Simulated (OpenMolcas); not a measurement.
An OpenMolcas run meant for I³⁺ (ANO-RCC-VDZ, DKH2; inactive shells 1s 2s 2p 3s 3p 3d 4s 4p 4d 5s; intended active space 2 electrons in 3 orbitals (5p)). One step of its input:

```
&CASPT2
Multistate=3 1 2 3
Frozen=9 9
IPAE=0.25
Imaginary=0.1
MaxIter=60
WThr=0.0 0.3 0.05
PrWF=0.5
NoMix
```

Lines from the output:

```
|        MOLCAS_PRINT = 2
  |       MOLCAS_SOURCE = <dir>
  |    MOLCAS_STRUCTURE = 0
  |
   -----------------------------------------------------------------------------------------
++ ---------   Input file   ---------
>>> COPY JOB001 $Project.JobIph
&CASPT2
Multistate=3 1 2 3
Frozen=9 9
IPAE=0.25
Imaginary=0.1
MaxIter=60
WThr=0.0 0.3 0.05
PrWF=0.5
NoMix
-- ----------------------------------
>>> COPY JOB001 a.JobIph
*** symbolic link created: INPORB -> a.RasOrb
--- Start Module: caspt2 at  ---
()()()()()()()()()()()()()()()()()()()()()()()()()()()()()()()()()()()()()()()()()()()()()()()()()()
                                              &CASPT2
                                   only a single process is used
                       available to each process: 2.3 GB of memory, 1 thread
()()()()()()()()()()()()()()()()()()()()()()()()()()()()()()()()()()()()()()()()()()()()()()()()()()
 ###    ERROR: Unrecognized keyword: IPAE                                    ###
--- Stop Module: caspt2 at  /rc=_RC_INPUT_ERROR_ ---
.####################.
.# User input error #.
.####################.
```

**Question.** What is wrong with the input?

**Answer.** A keyword is misspelt. OpenMolcas reads the first four letters of a keyword, so the setting is refused or falls back to its default.
